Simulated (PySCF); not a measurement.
Job file and geometry (Å, from GFN2-xTB) of an NMR shielding run on `O=C(O)[C@@H]1C[Si@@H](F)O[SiH2]1`, C₃H₇FO₃Si₂, PySCF 2.14.0, density-fitted response routines, GIAO PBE0/pcSseg-1 NMR shielding, non-relativistic, gas phase; density fitting, a coarse starting grid and PySCF grid level 2 are the driver's defaults:

```
$ OMP_NUM_THREADS=1 python probes_run.py task.json out

{"job": {"kind": "nmr", "xc": "PBE0", "basis": "pcSseg-1"}, "charge": 0, "multiplicity": 1}
O      0.922929     1.422273     0.911503
C      1.393353     0.553277     0.210198
O      2.687832     0.210136     0.282406
C      0.596375    -0.263554    -0.719002
C     -0.621423     0.552335    -1.156787
Si    -1.680725     0.717200     0.411650
F     -3.223877     0.518134    -0.028094
O     -1.283273    -0.720467     1.115183
Si    -0.111018    -1.631137     0.463903
H      3.134972     0.744656     0.957435
H      1.212570    -0.635041    -1.534658
H     -0.306464     1.499085    -1.594268
H     -1.178975     0.006659    -1.920543
H     -1.672412     1.765326     1.392589
H     -0.661838    -2.712200    -0.344267
H      0.784376    -2.017739     1.541340
```

Q: What does the program print?

A: 
```
coarse grid: 15192 points
cycle   1  E = -1022.0661627216  dE =  1.580e+00  |g| = 1.253e+00  |ddm| = 3.797e+00
cycle   2  E = -1021.5614744152  dE =  5.047e-01  |g| = 2.091e+00  |ddm| = 2.497e+00
cycle   3  E = -1022.3249403888  dE = -7.635e-01  |g| = 3.117e-01  |ddm| = 1.798e+00
cycle   4  E = -1022.3423454106  dE = -1.741e-02  |g| = 9.653e-02  |ddm| = 2.739e-01
cycle   5  E = -1022.3437157127  dE = -1.370e-03  |g| = 3.382e-02  |ddm| = 7.729e-02
cycle   6  E = -1022.3439460767  dE = -2.304e-04  |g| = 7.375e-03  |ddm| = 3.163e-02
cycle   7  E = -1022.3439555781  dE = -9.501e-06  |g| = 1.963e-03  |ddm| = 6.011e-03
final grid: 140312 points
cycle   8  E = -1022.4309029535  dE = -1.967e-05  |g| = 1.320e-02  |ddm| = 2.613e-02
cycle   9  E = -1022.4308449603  dE =  5.799e-05  |g| = 2.212e-02  |ddm| = 2.374e-02
cycle  10  E = -1022.4309329807  dE = -8.802e-05  |g| = 1.973e-03  |ddm| = 1.576e-02
cycle  11  E = -1022.4309336689  dE = -6.882e-07  |g| = 4.245e-04  |ddm| = 1.513e-03
cycle  12  E = -1022.4309336984  dE = -2.950e-08  |g| = 1.223e-04  |ddm| = 3.734e-04
cycle  13  E = -1022.4309337012  dE = -2.790e-09  |g| = 3.784e-05  |ddm| = 1.306e-04
cycle  14  E = -1022.4309337014  dE = -2.478e-10  |g| = 1.046e-05  |ddm| = 3.420e-05
converged SCF energy = -1022.4309337014

GIAO shielding tensors (ppm)
atom      isotropic    diamagn.    paramagn.     s11        s22        s33       span
  0 O      -84.004     406.169    -490.173   -343.144   -183.979    275.111    618.255
  1 C        0.298     254.239    -253.940    -99.568     24.576     75.886    175.454
  2 O      130.488     391.451    -260.963    -14.359    151.973    253.850    268.209
  3 C      151.069     258.697    -107.628    140.865    146.082    166.260     25.395
  4 C      168.704     254.877     -86.173    156.856    169.847    179.410     22.554
  5 Si     350.940     877.005    -526.066    320.338    336.208    396.274     75.935
  6 F      316.367     465.872    -149.505    261.147    325.011    362.942    101.794
  7 O      275.916     399.236    -123.320    203.600    290.496    333.652    130.052
  8 Si     360.356     880.745    -520.389    335.943    345.242    399.883     63.940
  9 H       25.577      30.885      -5.308     19.796     22.267     34.668     14.872
 10 H       29.028      32.956      -3.928     24.124     28.356     34.605     10.481
 11 H       30.500      31.284      -0.784     25.802     28.448     37.251     11.450
 12 H       30.749      31.815      -1.066     26.221     27.817     38.210     11.989
 13 H       26.261      28.820      -2.559     21.554     24.567     32.662     11.108
 14 H       26.576      29.621      -3.045     22.876     24.050     32.802      9.926
 15 H       26.801      29.440      -2.639     23.560     24.682     32.161      8.601
```

Q: Turn these shieldings into chemical shifts. Chemical shifts δ = σref − σ; 17O (336.08 ppm) against H2O; 13C (186.93 ppm) and 29Si (349.16 ppm) and 1H (31.72 ppm) vs TMS; 19F (170.95 ppm) vs CFCl3, all at this level.

A: Averaging equivalent atoms: O 0: 420.1; O 2: 205.6; O 7: 60.2; C 1: 186.6; C 3: 35.9; C 4: 18.2; Si 5: -1.8; Si 8: -11.2; F 6: -145.4; H 9: 6.14; H 13: 5.46; H 14: 5.14; H 15: 4.92; H 10: 2.69; H 11: 1.22; H 12: 0.97 ppm. Unscaled 19F shifts against computed CFCl3 carry errors that often reach 10 to 50 ppm. Unscaled 17O shifts of doubly bonded oxygen tend to come out too high, by tens of ppm or more. Experimental scales use liquid or dissolved standards, which lie at an offset from isolated H2O (liquid H2O: subtract about 36 ppm).

Size and cost of the density-fitted run: 202 basis functions, 41 s wall time on 1 thread of an Arm Neoverse V1, shared host; peak memory 0.91 GiB.
